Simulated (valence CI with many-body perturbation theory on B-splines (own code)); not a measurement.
**N II in brief**

Computed by relativistic CI+MBPT: four valence electrons over a frozen Dirac-Fock core [He], radial functions for each j: 9 s, 9 p, 8 d, 6 f, 3 g, 1 h, with the one-electron correlation potential Σ1 (screened to all orders), the two-electron term Σ2, the three-electron term Σ3, Breit, model QED; selected single and double excitations, second order for the rest, scaled by the run's own slope (own B-spline code, finite nucleus).

Set against measurement, 39 paired levels are off by 80 cm⁻¹ on average, the worst by 262. These come from a selection out of the NIST Handbook of Basic Atomic Spectroscopic Data. Levels without a partner in it may be off by more. Among the levels kept, up to 590 cm⁻¹ of a level comes from second order outside the variational space, and about a tenth of that is noise between levels of different J, which matters for small intervals.

Rates and lifetimes use the calculated energies. Strong lines usually hold to 10 to 20 %, long lifetimes can be off by a factor of two.

Problem. What is the ground level?

Solution. 2s²2p² ³P_0, composition 96 % 2s²2p² ³P.

Problem. What is the ionisation energy?

Solution. 29.587 eV; NIST lists 29.6013 eV (semi-empirical).

Problem. How well does LS coupling describe the low levels?

Solution. Among the lowest 20 levels the leading LS term, summed over configurations, holds 99 % on average. For single configurations the figures are 93 % in LS and 69 % in jj coupling. Terms mix most in the J = 1 level at 149124 cm⁻¹, where the leading one holds 92 %.

Problem. Name the longest-lived excited levels whose lifetime is computed, and their main decay.

Solution. 2s²2p² ¹D_2 at 15429 cm⁻¹ lives 263 s, mostly by M1 to 2s²2p² ³P_2; 2s²2p² ¹S_0 at 32877 cm⁻¹ lives 835 ms, mostly by E2 to 2s²2p² ¹D_2; 2s2p³ ⁵S°_2 at 46612 cm⁻¹ lives 6.18 ms, mostly by E1 to 2s²2p² ³P_2. The lifetime of 2s²2p² ³P_1 is too uncertain to give, and may be longer. The lifetime of 2s²2p² ³P_2 is too uncertain to give, and may be longer.

Problem. What are the static dipole polarisabilities of the lowest levels?

Solution. 2s²2p² ³P_0 3.64; 2s²2p² ³P_1 3.65; 2s²2p² ³P_2 3.65; 2s²2p² ¹D_2 3.55 (tensor 0.10) bohr³, of which the core gives 0.00463.

Problem. Where does the other parity begin?

Solution. At 2s2p³ ⁵S°_2, 46612 cm⁻¹.

Problem. Among levels below 194068 cm⁻¹, which E1 lines absorb most strongly from the ground level?

Solution. to 2s²2p3d ³D°_1 at 53.37 nm, f = 0.314; to 2s2p³ ³S°_1 at 64.39 nm, f = 0.223; to 2s2p³ ³P°_1 at 91.48 nm, f = 0.160.
